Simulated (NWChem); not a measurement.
Everything below was run with NWChem. System: CdTe, charge 0, spin multiplicity 1, at a geometry optimised with B3LYP/def2-SVP with def2 effective core potentials on Cd, Te. The structure started from a generated list of species.

Job file:

```
start mol
memory heap 200 mb stack 900 mb global 1100 mb
geometry units angstroms nocenter noautoz
  Cd     0.000000     0.000000     1.347533
  Te     0.000000     0.000000    -1.243876
  symmetry group C2v
end
basis spherical
  * library def2-svpd
end
ecp
  Cd library def2-ecp
  Te library def2-ecp
end
dft
  xc xpbe96 cpbe96
  semidirect memsize 60000000 filesize 0
  iterations 100
end
tddft
  rpa
  nroots 6
  notriplet
  thresh 1e-4
end
task tddft energy
```

The output up to the point where the run's verdict is printed (cleaned and shortened):

```
             Northwest Computational Chemistry Package (NWChem) 7.3.0
             --------------------------------------------------------

                                NWChem Input Module
                                -------------------

 Scaling coordinates for geometry "geometry" by  1.889725989
 (inverse scale =  0.529177249)

 Turning off AUTOSYM since
 SYMMETRY directive was detected!

                             Geometry "geometry" -> ""
                             -------------------------

 Output coordinates in angstroms (scale by  1.889725989 to convert to a.u.)

  No.       Tag          Charge          X              Y              Z
 ---- ---------------- ---------- -------------- -------------- --------------
    1 Cd                  48.0000     0.00000000     0.00000000     1.34753300
    2 Te                  52.0000     0.00000000     0.00000000    -1.24387600

 Effective nuclear repulsion energy (a.u.)     509.6943066506

            Nuclear Dipole moment (a.u.)
            ----------------------------
        X                 Y               Z
 ---------------- ---------------- ----------------
     0.0000000000     0.0000000000     0.0000604712

      Symmetry information
      --------------------

 Group name             C2v
 Group number             16
 Group order               4
 No. of unique centers     2

      Symmetry unique atoms

     1    2


 Summary of "ao basis" -> "" (spherical)
 ------------------------------------------------------------------------------
       Tag                 Description            Shells   Functions and Types
 ---------------- ------------------------------  ------  ---------------------
 *                         def2-svpd                  on all atoms

 Summary of "ao basis" -> "ao basis" (spherical)
 ------------------------------------------------------------------------------
       Tag                 Description            Shells   Functions and Types
 ---------------- ------------------------------  ------  ---------------------
 Cd                        def2-svpd                12       34   5s4p2d1f
[...]
    56     -0.066639  2 Te d -1              16      0.062899  1 Cd py

 center of mass
 --------------
 x =   0.00000000 y =   0.00000000 z =  -0.06277351

 moments of inertia (a.u.)
 ------------------
        1455.414003505052           0.000000000000           0.000000000000
           0.000000000000        1455.414003505052           0.000000000000
           0.000000000000           0.000000000000           0.000000000000

     Multipole analysis of the density
     ---------------------------------

     L   x y z        total         alpha         beta         nuclear
     -   - - -        -----         -----         ----         -------
     0   0 0 0     -0.000000    -22.000000    -22.000000     44.000000

     1   1 0 0     -0.000000     -0.000000     -0.000000      0.000000
     1   0 1 0      0.000000      0.000000      0.000000      0.000000
     1   0 0 1     -1.332086      2.076294      2.076294     -5.484673

     2   2 0 0    -32.285299    -16.142649    -16.142649      0.000000
     2   1 1 0      0.000000      0.000000      0.000000      0.000000
     2   1 0 1      0.000000      0.000000      0.000000      0.000000
     2   0 2 0    -38.305086    -19.152543    -19.152543      0.000000
     2   0 1 1     -0.000000     -0.000000     -0.000000      0.000000
     2   0 0 2    -43.954150   -153.125062   -153.125062    262.295973

                                NWChem TDDFT Module
                                -------------------

            General Information
            -------------------
           No. of orbitals :     138
            Alpha orbitals :      69
             Beta orbitals :      69
        Alpha frozen cores :       0
         Beta frozen cores :       0
     Alpha frozen virtuals :       0
      Beta frozen virtuals :       0
         Spin multiplicity :       1
    Number of AO functions :      69
        Use of symmetry is : off
      Symmetry adaption is : on
         Schwarz screening :  0.10D-07

              XC Information
              --------------
   PerdewBurkeErnzerhof Exchange Functional   1.00
     Perdew 1991 LDA Correlation Functional   1.00 local
    PerdewBurkeErnz. Correlation Functional   1.00 non-local

             TDDFT Information
             -----------------
          Calculation type : TDDFT
         Wavefunction type : Restricted singlets
          No. of electrons :      44
           Alpha electrons :      22
            Beta electrons :      22
              No. of roots :       6
          Max subspacesize :    5200
            Max iterations :     100
               Target root :       1
           Target symmetry : none
      Symmetry restriction : off
                 Algorithm : Optimal
        Davidson threshold :  0.10D-03

            Memory Information
            ------------------
          Available GA space size is         144174439 doubles
          Available MA space size is          50641292 doubles
          Length of a trial vector is         1034
          Algorithm : Incore multiple tensor contraction
          Estimated peak GA usage is          21767180 doubles
          Estimated peak MA usage is             25800 doubles

    6 smallest eigenvalue differences (eV)
--------------------------------------------------------
  No. Spin  Occ  Vir  Irrep   E(Occ)    E(Vir)   E(Diff)
--------------------------------------------------------
    1    1   22   23 b1       -0.142    -0.280    -3.756
    2    1   21   23 a2       -0.243    -0.280    -0.995
    3    1   20   23 b1       -0.291    -0.280     0.289
    4    1   22   24 b1       -0.142    -0.042     2.732
    5    1   22   25 b2       -0.142    -0.032     3.000
    6    1   22   26 a1       -0.142    -0.014     3.470
--------------------------------------------------------

  Entering Davidson iterations
  Restricted singlet excited states

  Iter   NTrls   NConv    DeltaV     DeltaE      Time
  ----  ------  ------  ---------  ---------  ---------
```

The run crashed. NWChem stopped with the message: tddft_diagon: A-B is not positive-definite; try TDA.
